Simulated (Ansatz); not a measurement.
`[OH][Sc]([Cl])[Cl]` + H–F → `[OH][Sc]([F])[Cl]` + HCl at 298.15 K and 1 bar (ligand exchange at the Sc–Cl bond).

Computed with Ansatz on PBE0-D4/def2-TZVP structures; ΔE is electronic, products minus reactants. CBS: MP2 limit from def2 TZ/QZ plus the TZ coupled-cluster correction, frozen cores. This one scheme is used for every species. For Sc outer-core shells are correlated without core-valence functions, which leaves a few kJ/mol of doubt a bond. Scalar relativity is left out up to krypton. Each species was taken in one conformer, which may not be the lowest.

```json
{"species": "`[OH][Sc]([Cl])[Cl]`", "CCSD(T)/CBS energy (Eh)": "-1755.74696", "H − E (kJ/mol)": "58.7", "S (J/(mol·K))": "345.4"}
{"species": "H–F", "CCSD(T)/CBS energy (Eh)": "-100.39570", "H − E (kJ/mol)": "33.5", "S (J/(mol·K))": "173.6"}
{"species": "`[OH][Sc]([F])[Cl]`", "CCSD(T)/CBS energy (Eh)": "-1395.76221", "H − E (kJ/mol)": "59.9", "S (J/(mol·K))": "339.0"}
{"species": "HCl", "CCSD(T)/CBS energy (Eh)": "-460.38127", "H − E (kJ/mol)": "26.6", "S (J/(mol·K))": "186.8"}
```

H − E and S are ideal-gas, rigid-rotor, harmonic terms from PBE0-D4/def2-TZVP, for one conformer and one mirror image of each species. 1 Eh = 2625.50 kJ/mol, R = 8.31446 J/(mol·K).

Problem. By hand: ΔE, ΔH, ΔS and ΔG.

Solution. ΔE = (-1395.76221) + (-460.38127) − (-1755.74696) − (-100.39570) = -0.00082 Eh = -2.2 kJ/mol. Δ(H − E) = 59.9 + 26.6 − 58.7 − 33.5 = -5.7, so ΔH = -7.9 kJ/mol. ΔS = 339.0 + 186.8 − 345.4 − 173.6 = 6.8 J/(mol·K). ΔG = -7.9 − 298.15 × (6.8)/1000 = -9.9 kJ/mol.

Problem. By hand: the equilibrium constant, and the temperature at which ΔG would vanish if ΔH and ΔS stayed fixed.

Solution. log₁₀ K = −ΔG/(RT ln 10) = 1.7. ΔH and −TΔS have one sign here, so there is no such temperature.

The number of gas molecules stays the same, so ΔS is small and ΔH decides. A doubt of 5 kJ/mol in ΔE shifts log₁₀ K by 0.9 here. Other conformers and mirror images would add mixing entropy, several J/(mol·K) or more a flexible species. These are equilibria of isolated gas molecules and say nothing of rates. Largest T1 diagnostic: 0.016 (customary marks: 0.02 for closed shells, 0.045 for open ones).

ΔS is within the doubt of such terms, so its sign, and with it that verdict, could turn.
